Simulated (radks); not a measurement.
Species: Pm II. Configuration: [Xe] 4f5 6s1 (the NIST ground configuration). Calculated with a radial shooting solver on a logarithmic mesh with Libxc functionals: scalar-relativistic Kohn-Sham, PBE, spin-polarised, spherical densities, finite nucleus; open shells are filled with parallel spins first (spin-orbit coupling, left out, can overturn this in heavy ions); Fermi nuclear charge, rms radius 4.962 fm.

Normalised radial functions P(r) = r R(r), r in bohr:

```
   r/bohr * 5p down, o 6s up (the largest magnitude, 0.828, reaches the edge; | marks zero, & curves that meet)
 0.001301                             *o
 0.002069                             *o
 0.003265                             *o
 0.005151                             *o
 0.008127                             |*o
  0.01293                             | &
  0.02039                             |o *
  0.03217                             o    *
  0.05117                           o |      *
  0.08074                           o |   *
   0.1274                        *    |o
    0.201                    *        |   o
   0.3196                           o |  *
   0.5043                        o    |              *
   0.7957                          *  |   o
    1.265  *                          |        o
    1.997      *                o     |
     3.15          o          *       |
     4.97               o            *|
    7.904                          o  *
    12.47                             &
```

5p down: eigenvalue -27.469 eV, 3 radial nodes at r = 0.100, 0.297, 0.753 bohr, <r> = 1.71 bohr, 90 % of the charge inside 2.51 bohr. 6s up: eigenvalue -8.683 eV, 5 radial nodes at r = 0.0284, 0.112, 0.293, 0.684, 1.72 bohr, <r> = 3.91 bohr, 90 % of the charge inside 5.66 bohr.
